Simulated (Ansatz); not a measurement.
Reaction (formal exchange of groups at a B–In bond): `[BH2][InH][F]` + `CC(F)Cl` → `BC(C)F` + `[F][InH][Cl]`

Program: Ansatz. Geometries: PBE0-D4/def2-TZVP. ΔE: electronic, gas phase. CCSD(T)/CBS adds triple-zeta CCSD(T) − MP2 to the extrapolated MP2 energy (def2 sets, frozen cores). DFT in def2-TZVPP. B3LYP here is the variant with VWN-RPA as its local correlation; programs differ in this. def2 core potentials past Kr. For In outer-core shells are correlated without core-valence functions, which leaves a few kJ/mol of doubt a bond.

| level | ΔE (kJ/mol) |
| --- | --- |
| LDA (SPW92) | -148.8 |
| B3LYP-D4 | -162.7 |
| r2SCANh-D4 | -164.3 |
| ωB97M-V | -164.1 |
| PBE-QIDH | -164.7 |
| revPBE | -152.7 |
| CCSD(T)/def2-SVP | -169.6 |
| MP2/def2-TZVPP | -161.3 |

(1) What does CCSD(T)/CBS give? (Best estimate.)

Largest T1 diagnostic among the species: 0.015.

Results:

(1) The calculation gave: -162.6 kJ/mol. The listed levels differ from it by 13.8, -0.1, -1.7, -1.5, -2.1, 9.9, -7.0, 1.3 kJ/mol.

From BLYP to BHLYP (50 % exact exchange), in def2-TZVPP and without D4, ΔE moves by −15.0 kJ/mol. In def2-TZVPP, CCSD(T) changes the Hartree–Fock value by +25.2 kJ/mol (the triples alone add +2.4 kJ/mol) and MP2 by +22.7 kJ/mol.
